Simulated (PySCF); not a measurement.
Molecule: `Cc1cccc(C#N)[nH+]1`, [C7H7N2]+.

Bonds (- single, = double, # triple, : aromatic): C1-C2, C2:C3, C3:C4, C4:C5, C5:C6, C6-C7, C7#N8, C6:N9, N9:C2. C1 carries H10, H11, H12; C3 carries H13; C4 carries H14; C5 carries H15; N9 carries H16. Formal charges: N9 +1.

Total charge +1.

Frames of a GFN2-xTB Langevin trajectory at 200 K; GIAO PBE0/pcSseg-1 shieldings in PySCF 2.14, gas phase, non-relativistic; equivalent atoms averaged within each frame.

Chemical shifts δ = σref − σ; $^{13}$C (σref 186.93) and $^{1}$H (σref 31.72) vs TMS; $^{15}$N (σref 267.73) against NH3, all at this level. The references are static minima.

Question: How do the shifts (ppm) fluctuate along the trajectory?

Answer: 
```
         time (fs)     C2     C4     C3     C5     C6     C7    C1     N8     N9    H16
optimised geometry  165.2  158.4  139.0  140.0  130.1  114.7  24.4  364.7  217.6  10.31
               250  159.5  156.7  139.2  138.7  136.7  114.4  19.3  352.6  222.8  10.46
               425  166.8  156.9  137.2  136.0  132.6  115.3  27.8  372.7  224.8   9.92
               625  169.0  154.2  144.7  136.5  128.9  114.9  34.4  366.0  222.7  11.03
               800  163.4  153.7  135.4  144.1  134.1  115.0  24.1  378.2  221.2  10.45
              1000  158.6  154.0  136.1  143.6  136.8  114.3  27.7  366.2  222.7  11.04
    mean of frames  163.5  155.1  138.5  139.8  133.8  114.8  26.7  367.1  222.8  10.58
standard deviation    4.5    1.6    3.7    3.8    3.3    0.4   5.5    9.6    1.3   0.47
```

5 frames give an uncertainty of the mean of about the standard deviation over 2.2 at best, since frames this close in time may not be independent; classical motion lacks zero-point vibration, and the reference would need the same averaging.
